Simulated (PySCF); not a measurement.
UHF on As³⁺ (arsenic, charge +3)

Configuration: [Ar] 3d10 4s2, closed-shell 1S. Computed with PySCF 2.14 in x2c-SVPall (5s4p3d, 32 functions), with scalar relativity by spin-free X2C-1e.

```
Total energy                        : -2256.604885 hartree
One-electron energy                 : -3104.6965 hartree
Hartree (Coulomb) energy            : 929.9155 hartree
Exchange energy                     : -81.8239 hartree
⟨S²⟩                                : 0.0000
⟨L²⟩                                : 0.000
Sum of ⟨r⟩                          : 16.70 bohr
Sum of ⟨r²⟩                         : 16.63 bohr²
Langevin diamagnetic susceptibility : -13.2 ×10⁻⁶ cm³/mol
Time after the integrals            : 0.05 s of wall time on 1 thread of Neoverse-V2 (shared host)
```

| shell | electrons | mean orbital energy (hartree) | rms radius, mean of both spins (bohr) |
| --- | --- | --- | --- |
| 1s | 2 | -440.18059 | 0.0525 |
| 2s | 2 | -59.04958 | 0.219 |
| 2p | 6 | -51.77233 | 0.196 |
| 3s | 2 | -9.55779 | 0.639 |
| 3p | 6 | -7.21376 | 0.667 |
| 3d | 10 | -3.34880 | 0.744 |
| 4s | 2 | -1.76640 | 1.91 |

Densities and radii are taken from the X2C orbitals without a picture-change correction, which distorts them close to the nucleus.
